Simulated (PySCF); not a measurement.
Computed Raman spectrum (relative Raman activity) of a molecule F2H6Si3. Coordinates come from a ωB97X-D3(BJ)/def2-SVP optimisation. One conformer was computed; it need not be the lowest. These are ωB97X-D3(BJ)/def2-SVP (PySCF 2.14.0) values and carry that method's errors. Frequencies are harmonic and unscaled.

```json
[
 {"ν (cm⁻¹)": "397", "relative intensity": "5.9"},
 {"ν (cm⁻¹)": "500", "relative intensity": "2.9"},
 {"ν (cm⁻¹)": "548", "relative intensity": "3.3"},
 {"ν (cm⁻¹)": "940", "relative intensity": "13"},
 {"ν (cm⁻¹)": "951", "relative intensity": "12"},
 {"ν (cm⁻¹)": "2251", "relative intensity": "100"},
 {"ν (cm⁻¹)": "2255", "relative intensity": "4.4"},
 {"ν (cm⁻¹)": "2258", "relative intensity": "38"},
 {"ν (cm⁻¹)": "2266", "relative intensity": "84"}
]
```

**Question.** Which molecule gave these data?
(A) F[SiH2][SiH2][SiH2]F
(B) F[Si](F)([SiH3])[SiH3]
(C) F[SiH](F)[SiH2][SiH3]
(D) F[SiH2][Si@H](F)[SiH3]

**Answer.** B, F[Si](F)([SiH3])[SiH3]
